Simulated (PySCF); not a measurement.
# Structure from NMR data

Molecular formula: C7H7N. Simulated spectra:

$^{1}$H NMR (300 MHz, computed): δ 7.01 (m, 1H), 6.78 (m, 2H), 6.47 (m, 2H), 5.89 (m, 2H).

$^{13}$C{$^{1}$H} NMR (computed): δ 218.0 (C), 122.3 (CH, 2C), 116.7 (CH, 2C), 105.7 (CH), 93.2 (CH2).

A single conformation, gas phase, fast rotation and ring inversion assumed for equivalent nuclei, no relativistic terms. Geometry: GFN2-xTB; shielding tensors at PBE0/pcSseg-1 (GIAO); PySCF 2.14.

Chemical shifts δ = σref − σ; TMS for $^{1}$H (σref 31.72), $^{13}$C (σref 186.93), all at this level.

Q: Deduce the structure.

A: 
- Rings plus π bonds: 5 (1 ring in the answer).
- 5 carbon signals for 7 carbons: some carbons are equivalent by symmetry or fast rotation.
- Carbon types of the structure: 1 × C, 5 × CH, 1 × CH2, which accounts for all hydrogens.
- δC 218.0: central carbon of an allene; the central sp carbon of an allene is among the most deshielded carbons of hydrocarbons.
- δC 122.3: aromatic CH next to a ring nitrogen.
- δC 116.7: aromatic CH.
- δC 105.7, 93.2: terminal carbon of a cumulated C=C=C unit.
- δH 7.01, 5.89: hydrogen on a terminal carbon of a cumulated C=C=C unit; a vinylic proton, deshielded by the sp2 carbon and the C=C anisotropy.
- δH 6.78: hydrogen on an aromatic CH next to a ring nitrogen; it sits in the deshielding region of the aromatic ring current.
- δH 6.47: hydrogen on an aromatic CH; it sits in the deshielding region of the aromatic ring current.

These data were computed for `C=C=Cn1cccc1`.

This is the structure that produced the data.

Shifts are as computed. Against solution values, carbons near 30 ppm lie about +3 ppm off and those near 130 ppm about +5 ppm (rms about the fit 2.1 ppm; single classes can miss by 10 ppm). Of 1328 compounds with measured shifts, 309 miss one by over three times the rms of a fit or turn the order of signals round; such compounds aren't used in these exercises. Signals without a measured value on file couldn't be tested in this way; 1H shifts scatter by 0.2 ppm about their fit, and single ones miss by 0.5 ppm. Multiplicities follow the n + 1 count of equivalent neighbours, as no J values were calculated; m marks all less simple cases, F and P coupling included.
